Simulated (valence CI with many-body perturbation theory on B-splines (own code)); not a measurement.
**N+ in brief**

Method: relativistic CI+MBPT: four valence electrons over a frozen Dirac-Fock core [He], radial functions for each j: 11 s, 11 p, 9 d, 7 f, 5 g, 2 h, 1 i, with the one-electron correlation potential Σ1, the two-electron term Σ2, the three-electron term Σ3, Breit, model QED; selected CI, second order for the rest, scaled by the run's own slope (own B-spline code, finite nucleus).

Against 39 measured levels this calculation errs by 56 cm⁻¹ on average and by 162 at most. These come from a selection out of the NIST Handbook of Basic Atomic Spectroscopic Data. Levels without a partner in it may be off by more. Among the levels kept, up to 670 cm⁻¹ of a level comes from second order outside the variational space, and about a tenth of that is noise between levels of different J, which matters for small intervals.

Rates and lifetimes use the calculated energies. Strong lines usually hold to 10 to 20 %, long lifetimes can be off by a factor of two.

(1) What is the ground level?

(2) How well does LS coupling describe the low levels?

(3) Name the longest-lived excited levels whose lifetime is computed, and their main decay.

(4) Where does the other parity begin?

(5) Among levels below 218263 cm⁻¹, which E1 lines absorb most strongly from the ground level?

(6) How is the term ³P of the ground level split?

(7) What is the ionisation energy?

## Answers

(1) 2s²2p² ³P_0, composition 96 % 2s²2p² ³P.

(2) Among the lowest 20 levels the leading LS term, summed over configurations, holds 99 % on average. For single configurations the figures are 92 % in LS and 69 % in jj coupling. Terms mix most in the J = 1 level at 149139 cm⁻¹, where the leading one holds 91 %.

(3) 2s²2p² ¹D_2 at 15382 cm⁻¹ lives 261 s, mostly by M1 to 2s²2p² ³P_2; 2s²2p² ¹S_0 at 32810 cm⁻¹ lives 840 ms, mostly by E2 to 2s²2p² ¹D_2. The lifetime of 2s²2p² ³P_1 is too uncertain to give, and may be longer. The lifetime of 2s²2p² ³P_2 is too uncertain to give, and may be longer.

(4) At 2s2p³ ⁵S°_2, 46685 cm⁻¹.

(5) to 2s²2p3d ³D°_1 at 53.37 nm, f = 0.315; to 2s2p³ ³S°_1 at 64.41 nm, f = 0.223; to 2s2p³ ³P°_1 at 91.51 nm, f = 0.160.

(6) J = 0 at 0.0, J = 1 at 48.6, J = 2 at 132 cm⁻¹.

(7) 29.592 eV; NIST lists 29.6013 eV (semi-empirical).
